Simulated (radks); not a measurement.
Q: The mean radii <r> (bohr) of the occupied orbitals of an atom or ion are listed with their occupations. All-electron calculation, scalar-relativistic Kohn-Sham, r2SCAN, spin-polarised, spherical densities, finite nucleus; meta-GGA in the generalised Kohn-Sham scheme; Fermi nuclear charge, rms radius of each element as measured or else 0.836 A^(1/3) + 0.57 fm. Program: a radial shooting solver on a logarithmic mesh with Libxc functionals.

orbital  occ.      <r>
1s up       1  0.07677
1s down     1  0.07669
2s up       1   0.3510
2s down     1   0.3522
2p up       3   0.3117
2p down     2   0.3134

Name the element and its charge. Open shells, if any, are filled with parallel spins first.

A: Z = 20, calcium, charge +11: Ca11+ in [He] 2s2 2p5. The 1s radius gives Z: for a bare nucleus <r> = (2 gamma + 1)/(2Z) with gamma = sqrt(1 - (Z/c)^2), 0.07446 bohr for Z = 20, and screening makes it slightly larger (0.07677 here). The occupations add up to 9, and the charge is Z minus that.
